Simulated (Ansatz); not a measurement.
This geometry of BFH2 + BrH (6 atoms, charge 0, multiplicity 1) is a first-order saddle point.

Method: Ansatz 0.2.0, RKS B3LYP-D4/def2-SVP.

```xyz
6
Properties=species:S:1:pos:R:3
B 0.010 -0.185 0.031
F 0.006 0.150 1.534
H 1.064 0.086 -0.465
H -1.063 0.017 -0.457
Br 0.082 -2.331 0.598
H 0.045 -1.021 1.682
```

(1) Which two structures does it join? (They come from a converged band through this point; their orientation in space is the band's.)

(2) How far does it lie above each of them?

Results:

(1) Bonds broken: B1–F2, Br5–H6. Bonds formed: B1–Br5, F2–H6. BFH2 + BrH becomes BBrH2 + FH.

Image 0:

```xyz
6
Properties=species:S:1:pos:R:3
B -0.008 0.314 -0.078
F -0.015 0.654 1.205
H 1.060 0.237 -0.631
H -1.073 0.165 -0.624
Br 0.100 -2.738 0.941
H 0.081 -1.915 2.110
```

Image 6:

```xyz
6
Properties=species:S:1:pos:R:3
B 0.017 -0.414 -0.156
F 0.007 0.134 1.728
H 1.058 0.085 -0.470
H -1.059 0.012 -0.461
Br 0.085 -2.355 0.215
H 0.038 -0.745 2.066
```

(2) 0.97 eV above the first and 0.26 eV above the second. This is the barrier of this one path; another mechanism may lie lower. The orbitals stay closed-shell, which can raise the energy where a bond breaks towards radicals; this wasn't checked here.

Time of the run: 49 s on 1 thread of AMD EPYC 9R45 96-Core Processor (Zen 5), on a shared host, peak memory 0.2 GiB.
